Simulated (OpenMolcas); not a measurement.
# Computed transition rates of Zr2+

```yaml
Program: OpenMolcas
Method: "MS-CASPT2, IPEA 0.25 Eh, imaginary shift 0.1 Eh (closed shells correlated: 4s 4p)"
Basis: ANO-RCC-VTZP [7s6p4d2f1g]
Scalar_Hamiltonian: DKH2, point nucleus
Active_space: 2 electrons in 6 orbitals (4d 5s)
State_averaging: 2S+1 = 3 even, 15 roots; 2S+1 = 1 even, 21 roots kept (CI in the orbitals of an earlier block)
Spin-orbit_coupling: state interaction with AMFI integrals over the reference wave functions, term energies averaged over their components
```

Rates come from the transition moments of the reference wave functions (E1 and E2 in the length form). At fixed line strength A goes as λ^-3 for E1 and M1 and as λ^-5 for E2, so a rate at the computed wavelength can be rescaled to the measured one. Measured vacuum wavelengths follow from level energies in Moore, Atomic Energy Levels, vol. II, NSRDS-NBS 35 (1971 reprint of NBS Circular 467, 1952); NIST levels as listed in Rynkun, Gaigalas and Jonsson, Astron. Astrophys. 637, A10 (2020). Branching counts decays inside the model space alone, at computed energies, and the table is only a selection of the E2 and M1 lines, drawn from those between levels with measured partners whose computed energy lies within a factor of 1.5 of the measured one.

```csv
Upper,Lower,Type,λ computed (nm),λ measured (nm),A computed (s-1),A rescaled (s-1),Branching %
5s² ¹S₀,4d 5s ¹D₂,E2,400.3,426.6,8.67e+01,6.31e+01,74.8
5s² ¹S₀,4d² ¹D₂,E2,225.6,233.8,2.63e+01,2.20e+01,22.7
4d² ¹S₀,4d² ¹D₂,E2,545.3,548.3,3.99e+00,3.88e+00,81.8
4d 5s ³D₁,4d² ³F₂,E2,540.3,543.5,3.02e+00,2.93e+00,68.9
4d 5s ³D₂,4d² ³F₃,E2,549.9,551.8,2.10e+00,2.06e+00,48.0
4d 5s ³D₂,4d² ³F₂,E2,529.4,531.8,1.47e+00,1.44e+00,33.6
4d 5s ¹D₂,4d² ¹D₂,E2,516.7,517.5,1.34e+00,1.33e+00,47.0
4d 5s ¹D₂,4d² ¹G₄,E2,752.2,713.4,1.29e+00,1.68e+00,45.2
4d 5s ³D₁,4d² ³F₃,E2,561.7,564.4,1.27e+00,1.24e+00,28.9
4d² ¹S₀,4d² ³P₁,M1,668.5,638.8,7.70e-01,,15.8
4d 5s ³D₂,4d² ³F₄,E2,576,577.5,7.21e-01,7.12e-01,16.4
4d² ¹G₄,4d² ³F₄,M1,994.2,1046,6.02e-02,,56.6
4d² ³P₀,4d² ³F₂,E2,1159,1240,5.39e-02,3.85e-02,100.0
4d² ³P₂,4d² ¹D₂,M1,2572,3229,5.38e-02,,56.0
4d² ¹D₂,4d² ³F₃,M1,2073,1976,5.14e-02,,56.6
4d² ¹G₄,4d² ³F₃,M1,919,964.5,4.58e-02,,43.1
4d² ¹D₂,4d² ³F₂,M1,1809,1742,3.93e-02,,43.2
4d² ³P₁,4d² ³F₃,E2,1219,1308,2.75e-02,1.93e-02,40.0
4d² ³P₂,4d² ³F₄,E2,1268,1360,2.56e-02,1.80e-02,26.6
4d² ³P₁,4d² ³F₂,E2,1123,1201,2.01e-02,1.44e-02,29.2
4d² ³P₁,4d² ¹D₂,M1,2958,3870,1.99e-02,,29.0
4d² ³F₄,4d² ³F₃,M1,12150,12420,1.13e-02,1.06e-02,100.0
4d² ³P₂,4d² ³F₃,E2,1148,1226,1.08e-02,7.77e-03,11.3
4d² ³F₃,4d² ³F₂,M1,14220,14680,8.85e-03,8.04e-03,100.0
4d² ³P₂,4d² ³F₃,M1,1148,1226,2.33e-03,,2.4
```

Spin-changing lines and M1 lines between different terms are not rescaled, since their strength hangs on the term gaps too.

The largest correction is for 4d² ³P₁ → 4d² ³F₃ (E2): 2.75e-02 × (1219 / 1308)^5 = 1.93e-02 s-1, a factor of 0.70.

The computed rate and branching of 4d² ³F₃ → 4d² ³F₂ give the upper level a radiative lifetime of 1.000 / 8.85e-03 s-1 = 1.13e+02 s, counting decays inside the model space alone. The rescaled rate gives about 1.2e+02 s.

These are rates of the free ion; in crystals, glasses and complexes forced electric-dipole and non-radiative decay shorten such lifetimes by orders of magnitude. No measured rate stands beside these. Rescaling mends the energy factor alone: line strengths can still be far off where a level mixes with configurations outside the active space, and weak or spin-changing lines hang on small mixing coefficients that depend on the term gaps too, so rescaling need not improve them.

CASPT2 does not keep the components of a term degenerate, so their means are used; among the terms shown or strongly mixed into the levels shown the widest spread is 820 cm-1 (4d² ¹G). Terms from blocks run as CI alone lack orbitals of their own. A single d shell beside an s shell can misplace configurations of different d count against each other. Computed and measured levels are paired by configuration, term and J; levels that our copy of the source lacks, or whose pairing is in doubt (as where it misses far off the trend of its configuration), stay unpaired. Levels of configurations outside the active space are missing.
